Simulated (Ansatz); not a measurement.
```yaml
crystal:
  periodic: [false, false, false]
  atoms:
    - {symbol: C, position_ang: [0.058023, -2.467922, -1.609050]}
    - {symbol: In, position_ang: [0.411635, -0.401456, -1.063053]}
    - {symbol: C, position_ang: [1.396476, 0.984820, -2.405211]}
    - {symbol: C, position_ang: [-0.298100, 0.321589, 0.894065]}
    - {symbol: C, position_ang: [-0.274472, -0.806569, 1.915254]}
    - {symbol: C, position_ang: [-1.732346, 0.805306, 0.708762]}
    - {symbol: C, position_ang: [0.565525, 1.476989, 1.378873]}
    - {symbol: H, position_ang: [0.463380, -2.701760, -2.594070]}
    - {symbol: H, position_ang: [-1.015378, -2.673582, -1.615045]}
    - {symbol: H, position_ang: [0.514437, -3.133966, -0.872922]}
    - {symbol: H, position_ang: [2.277111, 1.414050, -1.921412]}
    - {symbol: H, position_ang: [1.705206, 0.500744, -3.332368]}
    - {symbol: H, position_ang: [0.722638, 1.809986, -2.649234]}
    - {symbol: H, position_ang: [0.738945, -1.176447, 2.100230]}
    - {symbol: H, position_ang: [-0.670642, -0.458983, 2.882052]}
    - {symbol: H, position_ang: [-0.884944, -1.658844, 1.602600]}
    - {symbol: H, position_ang: [-2.136139, 1.177489, 1.663337]}
    - {symbol: H, position_ang: [-2.401109, 0.006355, 0.372012]}
    - {symbol: H, position_ang: [-1.804612, 1.629638, -0.008370]}
    - {symbol: H, position_ang: [0.185157, 1.866873, 2.335834]}
    - {symbol: H, position_ang: [0.575167, 2.310484, 0.670367]}
    - {symbol: H, position_ang: [1.604042, 1.175206, 1.547338]}
basis:
  gaussian: {orbitals: def2-TZVPD}
total_charge: 1
magnetization: {spin_polarized: true, initial_magnetization: 1}
hamiltonian: {xc: {name: revPBE}, dispersion: d3bj, pseudopotentials: {relativity: scalar}}
output: {forces: true}
```

```sh
$ ansatz run in.yaml --threads 2 --pin off --events-out ev --progress --plain --max-ram 20480MiB --backend cuda --devices 0, --max-vram 18GiB
```

It prints (some lines left out):

```
Functional definition: revPBE
2240 factors; their error is unknown
mean field evaluation 1: about -11591.7942 eV, gradient 9.6e1 eV
mean field evaluation 2: about -11353.5410 eV, gradient 1.9e2 eV
mean field evaluation 4: about -11633.9672 eV, gradient 2.5e1 eV
mean field evaluation 8: about -11636.9909 eV, gradient 9.3e-1 eV
mean field evaluation 16: about -11636.9157 eV, gradient 8.9e-3 eV
mean field -11636.91569262 eV, -427.6487639189 hartree, gradient 5.1e-5 eV, S^2 0.752599; 3 other end points of the search recorded, 0 dependent functions left out
reference -11636.91577710 eV, -427.6487670236 hartree; 36, 35 occupied and 377, 378 virtual orbitals, 2240 factors
Total energy: -11638.16633447 eV, -427.6947241595 hartree
Relativity: scalar
Atom 0 at     0.058023    -2.467922    -1.609050 Å, force    -0.406693    -0.463754     0.605087 eV/Å
Atom 1 at     0.411635    -0.401456    -1.063053 Å, force     0.677634    -0.716545    -1.977432 eV/Å
Atom 2 at     1.396476     0.984820    -2.405211 Å, force     0.083209     0.799730     0.314206 eV/Å
Atom 3 at    -0.298100     0.321589     0.894065 Å, force    -1.478102     1.440312     3.813072 eV/Å
Atom 4 at    -0.274472    -0.806569     1.915254 Å, force     0.508249    -0.895553    -0.786998 eV/Å
Atom 5 at    -1.732346     0.805306     0.708762 Å, force    -0.098546    -0.269521    -1.305026 eV/Å
Atom 6 at     0.565525     1.476989     1.378873 Å, force     0.830931    -0.016091    -0.993524 eV/Å
Atom 7 at     0.463380    -2.701760    -2.594070 Å, force     0.248096     0.358114    -0.283207 eV/Å
Atom 8 at    -1.015378    -2.673582    -1.615045 Å, force    -0.230919     0.023647     0.029833 eV/Å
Atom 9 at     0.514437    -3.133966    -0.872922 Å, force     0.105148    -0.087139     0.182254 eV/Å
Atom 10 at     2.277111     1.414050    -1.921412 Å, force     0.161918     0.060017     0.148268 eV/Å
Atom 11 at     1.705206     0.500744    -3.332368 Å, force    -0.086429    -0.505026    -0.084018 eV/Å
Atom 12 at     0.722638     1.809986    -2.649234 Å, force    -0.184198     0.144610     0.001636 eV/Å
Atom 13 at     0.738945    -1.176447     2.100230 Å, force     0.187498    -0.049065     0.122832 eV/Å
Atom 14 at    -0.670642    -0.458983     2.882052 Å, force    -0.059357     0.251569    -0.031157 eV/Å
Atom 15 at    -0.884944    -1.658844     1.602600 Å, force    -0.173146    -0.150044     0.020476 eV/Å
Atom 16 at    -2.136139     1.177489     1.663337 Å, force     0.200942    -0.033319     0.171786 eV/Å
Atom 17 at    -2.401109     0.006355     0.372012 Å, force    -0.181486    -0.138426     0.008926 eV/Å
Atom 18 at    -1.804612     1.629638    -0.008370 Å, force    -0.053440     0.209698    -0.073026 eV/Å
Atom 19 at     0.185157     1.866873     2.335834 Å, force    -0.206015    -0.146179     0.062425 eV/Å
Atom 20 at     0.575167     2.310484     0.670367 Å, force    -0.038230     0.217236    -0.066004 eV/Å
Atom 21 at     1.604042     1.175206     1.547338 Å, force     0.192938    -0.034274     0.119592 eV/Å
Dipole moment:    -0.144331     0.141551     0.374796 e Å
```

It took 7 s on 2 threads of an AMD EPYC 7R13 on a shared host and a share of an NVIDIA H100 80 GB, with 1 GiB of host memory at the peak.
